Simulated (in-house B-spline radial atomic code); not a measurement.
Configurations of neutral holmium, with energies counted from [Xe] (4f5/2)6 (4f7/2)5 6s2. Method: Dirac-Hartree-Fock, average of each configuration as written, Fermi nucleus of rms radius 5.2022 fm. Calculated with an all-electron radial atomic-structure program (B-spline basis). Energies include first-order Breit, QED and recoil terms.

Occupations are held fixed; configurations that lie above the ionisation limit could autoionise.

```json
{"configuration": "[Xe] (4f5/2)5 (4f7/2)6 6s2", "E - E(ref) (eV)": "1.5546", "highest orbital": "6s1/2", "its <r> (bohr)": "4.376"}
{"configuration": "[Xe] (4f5/2)5 (4f7/2)5 6s2 (8p1/2)1", "E - E(ref) (eV)": "5.8505", "highest orbital": "8p1/2", "its <r> (bohr)": "23.91"}
{"configuration": "[Xe] (4f5/2)5 (4f7/2)5 6s2 (10p3/2)1", "E - E(ref) (eV)": "6.318", "highest orbital": "10p3/2", "its <r> (bohr)": "55.29"}
{"configuration": "[Kr] 4d10 (4f5/2)6 (4f7/2)5 5s2 (5p1/2)2 (5p3/2)3 6s2 (6f5/2)1", "E - E(ref) (eV)": "27.817", "highest orbital": "6f5/2", "its <r> (bohr)": "31.25"}
{"configuration": "[Kr] (4d3/2)4 (4d5/2)5 (4f5/2)4 (4f7/2)7 5s2 5p6 6s2 (9p1/2)1", "E - E(ref) (eV)": "172.67", "highest orbital": "9p1/2", "its <r> (bohr)": "37.65"}
{"configuration": "[Kr] (4d3/2)4 (4d5/2)5 (4f5/2)3 (4f7/2)8 5s2 5p6 6s2 (8d3/2)1", "E - E(ref) (eV)": "173.88", "highest orbital": "8d3/2", "its <r> (bohr)": "37.87"}
```

Q: Order these further configurations by energy, lowest first.
A. [Xe] (4f5/2)6 (4f7/2)5 6s1 (10d5/2)1
B. [Xe] (4f5/2)3 (4f7/2)8 6s2
C. [Kr] (4d3/2)4 (4d5/2)5 (4f5/2)5 (4f7/2)6 5s2 5p6 (5g7/2)1 6s2
D. [Xe] (4f5/2)4 (4f7/2)6 6s2 8s1
E. [Kr] (4d3/2)4 (4d5/2)5 (4f5/2)6 (4f7/2)5 5s2 5p6 6s2 10s1

A: B (2.1538 eV), A (4.7241 eV), D (6.7541 eV), E (167.72 eV), C (170.58 eV).

Q: How far above the reference does [Xe] (4f5/2)4 (4f7/2)7 6s2 lie?

A: 2.2727 eV; its least bound orbital is 6s1/2 with <r> = 4.376 bohr.
